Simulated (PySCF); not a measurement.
HO3S, charge -1, multiplicity 1. Atoms are numbered in the order given.

```xyz
5

O     -0.3014     1.3859     0.1364
S     -0.2235    -0.0418    -0.3664
O     -0.9358    -0.9959     0.5495
O      1.4750    -0.3536    -0.0252
H      1.6739     0.3769     0.5777
```
Charge -1, spin multiplicity 1.

Geometry: PBE0-D3(BJ)/def2-SVPD. The spin state was assumed, not searched. The isomer is the one that the SMILES or the coordinates give; other isomers of the formula were not compared. One conformer was computed; it need not be the lowest.

All values below come from HF/def2-TZVPD (PySCF).

Isolated molecule, no solvent.

Computed frontier levels, gap, dipole moment and polarisability:
| Item | Result |
|---|---|
| highest occupied level | -4.97 eV |
| lowest empty level | 4.88 eV |
| orbital gap | 9.86 eV |
| dipole moment about the centre of nuclear charge | 1.86 D |
| mean static polarisability | 39.3 bohr³ (5.82 Å³) |
| polarisability, principal values | 35.1, 39.9, 42.7 bohr³ |
